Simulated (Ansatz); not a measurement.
A structure relaxed at PBE0-D4/def2-TZVP in Ansatz, charge 0, singlet:

```xyz
4

Nb    1.368    0.464   -0.236
Nb   -0.970    0.712   -0.833
O     1.282   -0.745    0.912
O    -1.679   -0.430    0.157
```

(1) Give its formula and point group.

(2) Summarise the bond lengths by kind (pairs closer than 1.2 times the sum of covalent radii, bridged metal pairs left out).

Answers

(1) the cluster Nb2O2 (the lowest singlet isomer of a short search). Point group C2v (tolerance 0.1 Å).

(2) 2 × Nb–O 1.67 Å; 1 × Nb–Nb 2.43 Å.

In the def2 sets Nb takes a core potential; there is no spin–orbit coupling. The restricted singlet is unstable: a solution with broken spin symmetry lies lower. The relaxation made no stability test and no search for a lower SCF solution. The structure comes from a short search, and lower isomers may exist.
